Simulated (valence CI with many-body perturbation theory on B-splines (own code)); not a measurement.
Values are calculated unless marked as measured or tabulated.
## Hyperfine factors and g values of Xe XXIV

Method: valence CI with perturbative core correlation (CI+MBPT): three valence electrons over a frozen Dirac-Fock core [Ar] 3d10, a basis of 11 s, 11 p, 10 d, 8 f, 5 g, 2 h functions for each j, with the one-electron correlation potential Σ1, the two-electron term Σ2, the three-electron term Σ3, Breit, model QED; selected CI, second order for the rest, scaled by the run's own slope (own B-spline code, finite nucleus).

No measured spectrum was set against this ion. As an estimate, levels hold to about 250 cm⁻¹ or 0.2 % of their energy and the worst to 1 %, as in measured heavy ions of charge 2 to 7; those with d or f electrons hold less well.

A/g_I is the dipole constant over the nuclear g factor μ/I (μ in nuclear magnetons, uniformly magnetised nucleus), B/Q the quadrupole constant per barn. Both hold the static response of the core; the bare values leave it out. Large factors of s and p1/2 electrons are usually good to 5 to 10 %; those of open d and f shells near neutrality can be off by tens of per cent, and small factors of p3/2, d and f electrons come from cancelling terms and can be off by a factor of two or in sign, in half-filled shells by more. B is blank for J = 1/2, where it vanishes, and for nearly pure S terms. Energies count from the lowest level.

Names give the largest LS component (configuration and term), which can be under half, so a name can repeat, a term be missing and a line seem to break the LS rules; names also repeat where a configuration has a term twice. Letters in brackets count levels of one name in rising energy.

```csv
Level,E (eV),g,A/g_I (MHz),A/g_I bare,B/Q (MHz/b),B/Q bare
4s²4p ²P°_1/2,0.00,0.663,97600,93200,,
4s²4p ²P°_3/2,17.29,1.332,15500,14700,29100,27700
4s4p² ⁴P_1/2,49.43,2.471,267000,255000,,
4s4p² ⁴P_3/2,60.94,1.700,81300,77600,23700,22500
4s4p² ⁴P_5/2,65.25,1.444,90500,86300,1630,1560
4s4p² ²D_3/2,72.45,0.893,-6660,-6320,30100,28700
4s4p² ²P_1/2,76.31,1.150,-29800,-28300,,
4s4p² ²D_5/2,81.72,1.352,76900,73400,24800,23500
4s4p² ²S_1/2,93.61,1.711,303000,289000,,
4s4p² ²P_3/2,94.53,1.262,-35500,-33900,-20700,-19700
4s²4d ²D_3/2,109.12,0.805,2970,3070,6760,6460
4s²4d ²D_5/2,112.19,1.200,7210,7070,8760,8360
4p³ ²P°_3/2 [a],125.04,1.354,12200,11900,25300,24000
4p³ ⁴S°_3/2,138.15,1.445,-4070,-3580,-803,-760
4p³ ²D°_5/2,138.88,1.195,34100,32700,-5270,-5000
4p³ ²P°_1/2,146.33,0.664,93400,88800,,
4s4p4d ⁴F°_3/2,147.27,0.462,-30700,-29200,9790,9300
4s4p4d ⁴F°_5/2,150.28,1.051,49100,47000,4030,3840
4s4p4d ⁴F°_7/2,155.53,1.255,54500,52200,2390,2280
4s4p4d ⁴P°_5/2,156.38,1.446,51100,49000,6730,6390
4s4p4d ⁴D°_3/2,156.90,1.349,34100,32800,1320,1250
4s4p4d ⁴D°_1/2,157.52,0.335,-115000,-110000,,
4p³ ²P°_3/2 [b],159.12,1.312,16700,16100,-20800,-19800
4s4p4d ²F°_5/2 [a],163.65,0.961,12100,11700,15600,14800
4s4p4d ²D°_3/2 [a],165.79,0.925,-28900,-27400,1760,1710
4s4p4d ⁴F°_9/2,166.67,1.332,43000,41200,35600,33800
4s4p4d ⁴P°_1/2,169.72,2.368,171000,163000,,
4s4p4d ⁴D°_5/2,169.86,1.302,52600,50300,1020,969
4s4p4d ⁴P°_3/2,170.23,1.502,64800,62000,-7710,-7320
4s4p4d ⁴D°_7/2,170.25,1.370,49600,47500,3200,3060
4s4p4d ²D°_5/2 [a],174.10,1.296,63700,61000,-11800,-11200
4s4p4d ²D°_3/2 [b],177.16,1.044,-15800,-15000,-8830,-8390
4s4p4d ²F°_7/2 [a],179.81,1.143,-3720,-3400,35300,33600
4s4p4d ²F°_5/2 [b],181.94,0.894,-17900,-17000,23600,22500
4s4p4d ²F°_7/2 [b],182.25,1.179,38900,37300,23500,22300
4s4p4d ²P°_1/2 [a],184.48,0.622,-51300,-48600,,
4s4p4d ²P°_1/2 [b],186.57,0.667,-14200,-13200,,
4s4p4d ²P°_3/2 [a],188.79,1.196,-7990,-7240,-10200,-9720
4s4p4d ²P°_3/2 [b],188.87,1.131,82400,78800,-2780,-2630
4s4p4d ²D°_5/2 [b],189.77,1.158,-21600,-20400,-16300,-15500
```

(1) Take the isotope of mass number 131, with I = 3/2, μ = 0.69185 μN and Q = -0.114 b. What is the hyperfine structure of 4s4p² ⁴P_3/2?

Results:

(1) From the table A = 37500 MHz, B = -2700 MHz. Shifts from the centre of gravity in MHz: F = 0: -144000, F = 1: -104000, F = 2: -26100, F = 3: 83700.
